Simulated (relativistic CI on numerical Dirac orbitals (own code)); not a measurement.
**Hyperfine structure of W66+, mass number 183**

Computed by Dirac-Coulomb-Breit CI, KLI orbitals optimised for each configuration, QED by a radiative potential, unscaled Slater integrals (own radial code, finite nucleus).

Configuration list (outside the closed core 1s2): 2s2 2p4, 2s 2p5, 2p6, 2p5 3s, 2s2 2p3 3s, 2p5 3p, 2p5 3d, 2s2 2p3 3p, 2s2 2p3 3d, 2s 2p4 3s, 2s 2p4 3p, 2s 2p4 3d, 2s2 2p3 4s, 2s2 2p3 4p, 2s2 2p3 4d, 2s2 2p3 4f. Levels of other configurations are missing.

Nuclear spin I = 1/2, μ = 0.11739 μN (tables of Stone and Pyykkö). The electronic factors are computed for point nuclear moments, without core polarisation or the Bohr-Weisskopf and QED corrections.

```json
{"Level": "2s2 2p4 3P_2", "E (Ry)": "0.000", "A (GHz)": "194.3"}
{"Level": "2s2 2p4 3P_1", "E (Ry)": "102.889", "A (GHz)": "-194.4"}
{"Level": "2s2 2p4 1D_2", "E (Ry)": "104.282", "A (GHz)": "587.1"}
{"Level": "2s 2p5 3P°_2", "E (Ry)": "132.913", "A (GHz)": "1512"}
{"Level": "2s 2p5 1P°_1", "E (Ry)": "139.152", "A (GHz)": "-1120"}
{"Level": "2s 2p5 3P°_1", "E (Ry)": "239.539", "A (GHz)": "3608"}
```

Levels with J = 0, under 50 % of one LS term, or S terms without an open s electron are left out. Small factors come from cancelling terms and can be off by tens of per cent or more.

At this charge energies of transitions that change n are usually good to better than 1 %, and those within a shell (Δn = 0) to a few per cent.

(1) Give the hyperfine levels of 2s2 2p4 1D_2 relative to its centre of gravity.

Results:

(1) With K = F(F + 1) − I(I + 1) − J(J + 1), E = AK/2: F = 3/2: -880.7, F = 5/2: 587.1 GHz.

LS names give the leading component of a level, which can be under half, so a name can repeat, a term be missing and a line seem to break the LS rules.
